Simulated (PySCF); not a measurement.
A calculated (PBE0, PySCF 2.14, aug-cc-pVDZ-DK, the spin-free X2C one-electron Hamiltonian (Gaussian nucleus)) atom or ion has these occupied shells.

| shell | electrons | orbital energy (eV) | rms radius, mean of both spins (bohr) |
| --- | --- | --- | --- |
| 1s α | 1 | -2826.4 | 0.105 |
| 1s β | 1 | -2825.9 | 0.105 |
| 2s α | 1 | -307.88 | 0.481 |
| 2s β | 1 | -307.37 | 0.481 |
| 2p α | 3 | -244.66 | 0.452 |
| 2p β | 3 | -243.88 | 0.452 |
| 3s α | 1 | -62.655 | 1.50 |
| 3s β | 1 | -58.660 | 1.50 |
| 3p α | 2 | -48.179 | 1.63 |

(1) Name the element and its charge.

Answers

(1) Cl³⁺ (chlorine, charge +3), in [Ne] 3s2 3p2, high-spin 3P determinant.
